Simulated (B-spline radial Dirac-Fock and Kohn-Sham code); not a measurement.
## Isotope-shift constants of the inner levels of La

System: the free lanthanum atom in the configuration [Xe] 5d1 6s2.

Input of the calculation (task.json; shells as n, l, electrons):

```json
{"items": [{
  "Z": 57,
  "q": 0,
  "cfg": [[1, 0, 2], [2, 0, 2], [2, 1, 6], [3, 0, 2], [3, 1, 6], [3, 2, 10], [4, 0, 2], [4, 1, 6], [4, 2, 10], [5, 0, 2], [5, 1, 6], [5, 2, 1], [6, 0, 2]],
  "A": 139,
  "rrms": 4.855,
  "do": "isoshift",
  "isotopes": [[135, 134.906984427, 4.8488], [137, 136.906450438, 4.8496], [138, 137.907124041, 4.8473], [139, 138.906362927, 4.855]]
}]}
```

Command: `python xray2_run.py task.json out`

These are calculated numbers from a radial atomic solver; the model is first-order field-shift and mass-shift constants from Dirac-Fock ground and hole states with a Fermi nucleus; the mass shift has no relativistic recoil terms. A binding energy shifts by δE = F·δ⟨r²⟩ + (K_N + K_S)·δ(1/M); F is taken for a change of radius at fixed skin thickness and so holds the higher radial moments.

```csv
level,F (meV/fm²)
K (1s),-164.2
L1 (2s),-20.10
L2 (2p1/2),0.5606
L3 (2p3/2),1.104
M1 (3s),-4.098
M2 (3p1/2),0.1859
M3 (3p3/2),0.3132
M4 (3d3/2),0.2864
M5 (3d5/2),0.2795
```

The mass shift is not given and not included below: at this Z its relativistic corrections are large. It matters little for K lines but can be comparable with the field shift of L lines.

Field shifts alone in meV from A = 139 (mass 138.9064 u, rms radius 4.855 fm); radii from Angeli and Marinova (2013).

| A | mass (u) | radius (fm) | Kα1 | Kα2 | Kβ1 | Lα1 |
| --- | --- | --- | --- | --- | --- | --- |
| 135 | 134.9070 | 4.8488 | +9.9 | +9.9 | +9.9 | 0.0 |
| 137 | 136.9065 | 4.8496 | ? | ? | ? | ? |
| 138 | 137.9071 | 4.8473 | +12.4 | +12.3 | +12.3 | -0.1 |

Task: What are the shifts for A = 137?

Result: Kα1 +8.7 meV; Kα2 +8.6 meV; Kβ1 +8.6 meV; Lα1 0.0 meV.
